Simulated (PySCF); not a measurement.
A run for PySCF: R-HF/3-21G on C2H6InN (SMILES C=[CH][InH][NH2]), a point of a torsion scan.

```python
from pyscf import gto, scf, dft, mp
from pyscf.data.elements import chemcore

mol = gto.M(
    atom='''
    C    -1.75144879   -0.72332641    0.24899667
    C    -1.33561339    0.52131929    0.10403680
    In    0.80681791    0.97929851   -0.24598450
    N     2.30178699   -0.42915748   -0.20734217
    H    -1.06451378   -1.56257941    0.20677193
    H    -2.79045446   -0.98316832    0.41742723
    H    -2.03954770    1.34401169    0.15121261
    H     1.33645765    2.61778189   -0.48253313
    H     2.82181101   -0.51760422   -1.07520336
    H     1.95713045   -1.36181373    0.00682065
    ''',
    basis='3-21g',
    charge=0, spin=0, verbose=3, max_memory=1800)
mf = scf.RHF(mol)
mf.conv_tol = 1e-8
mf.max_cycle = 100
mf.kernel()
if not mf.converged:
    mf = mf.newton().run(mf.mo_coeff, mf.mo_occ)
```

The log:

```
converged SCF energy = -5847.63098091234
```

The run converged.

Cost: around 1.3 core-seconds (rough).
